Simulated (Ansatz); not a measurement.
The cluster Si₆W⁺, relaxed as a doublet with UKS PBE-D4/def2-SVP in Ansatz, starting from the GFN2-xTB geometry. Force threshold 0.02 eV/Å.

In the def2 sets W takes a core potential; there is no spin–orbit coupling. Another isomer (doublet) lies 1.65 eV lower at PBE0-D4/def2-TZVP; other spin states weren't run for this one.

Start:

```
atom    x (Å)    y (Å)    z (Å)
  W1  -1.1491  -0.5450   0.7250
 Si2   0.6021  -1.9134  -0.2299
 Si3   2.6853  -1.3238  -1.0978
 Si4   0.3164   1.8424   0.5161
 Si5  -1.5324   1.6142   1.8448
 Si6  -2.8023  -0.4404  -1.0383
 Si7   1.8800   0.7661  -0.7199
```

Problem. Estimate the energy that the relaxation releases and the steps that it takes.

Solution. 231.7 kJ/mol, in 11 steps; 43 s on 4 threads of Arm Neoverse V2 on a shared host. No frequencies were taken in this run, so the end may be a saddle point.

Problem. Does the start keep its bonding?

Solution. Bonds formed: W1–Si7, Si2–Si7, Si5–Si6 (atoms count from 1).

Problem. Predict the relaxed structure.

Solution. 
```csv
atom,x (Å),y (Å),z (Å)
W1,-0.697,-0.521,0.871
Si2,0.915,-2.097,-0.231
Si3,2.832,-1.315,-1.310
Si4,-0.047,1.930,0.292
Si5,-1.981,1.451,1.632
Si6,-2.214,0.354,-0.675
Si7,1.192,0.198,-0.579
```
Bond lengths: 6 × Si–Si 2.30 to 2.57 Å; 5 × Si–W 2.34 to 2.60 Å.
